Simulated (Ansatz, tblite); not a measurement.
Cost and result up the ladder for the cluster Al7 (the lowest doublet isomer of a short search) (7 atoms). The state is a doublet with charge 0. Geometry: r2SCAN-D4/def2-SVP.

```csv
atom,x (Å),y (Å),z (Å)
Al1,0.9021,-1.9125,-0.0914
Al2,-1.2309,-0.8734,0.9041
Al3,1.9650,0.5128,-0.5980
Al4,-0.2122,-0.2677,-1.7262
Al5,-0.0970,1.7191,0.3588
Al6,-2.3411,0.8752,-0.7050
Al7,1.0142,-0.0534,1.8577
```

Ansatz on 4 threads of Intel Xeon 6975P-C on a shared host; xTB runs through tblite on one thread. Times are rough, summed over both states, and most runs start from the orbitals of an earlier one. PBE0-D4/def2-TZVP serves as the yardstick here, not as an exact answer. The other state is a singlet.

The xTB rows come from tblite. The structure comes from a short search, and lower isomers may exist.

Raw xTB energies of ions are shifted by several eV, and xTB has no spin-polarisation term.

| level | functions | wall time |
| --- | --- | --- |
| GFN1-xTB | 63 | 0.026 s |
| GFN2-xTB | 63 | 0.12 s |
| PBE-D4/def2-TZVP | 259 | 7.7 s |
| r2SCAN-D4/def2-TZVP | 259 | 20 s |
| PBE0-D4/def2-TZVP (with forces) | 259 | 30 s |

Question: Estimate what each level gives for the vertical IE (eV).

Answer: 
| level | vertical IE (eV) | difference from PBE0-D4/def2-TZVP (eV) |
| --- | --- | --- |
| GFN1-xTB | 7.52 | 1.12 |
| GFN2-xTB | 8.93 | 2.53 |
| PBE-D4/def2-TZVP | 6.32 | -0.08 |
| r2SCAN-D4/def2-TZVP | 6.50 | 0.10 |
| PBE0-D4/def2-TZVP (with forces) | 6.40 | 0.00 |
